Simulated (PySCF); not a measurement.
FGeH₅OSi, SMILES F[SiH2][O][GeH3]. Geometry optimised at PBE-D3(BJ)/def2-SVP. The structure was generated by enumeration, and PubChem lists no compound with its InChIKey, so it may never have been made. Other conformers were not sampled.

Q: Give the equilibrium geometry at PBE-D3(BJ)/def2-SVP (PySCF confirms it by a frequency run) as a Z-matrix. (Estimate from the structure and the level; the computed values follow.)

A: This is not unique; one that fits is 
```
O
Si 1 1.6560
F 2 1.6386 1 110.06
H 2 1.4948 3 108.23 1 117.39
H 2 1.5014 4 113.21 3 -117.54
Ge 1 1.8092 2 131.77 4 178.11
H 6 1.5460 1 105.27 2 -147.77
H 6 1.5481 7 111.83 1 116.84
H 6 1.5530 7 111.71 8 125.69
```
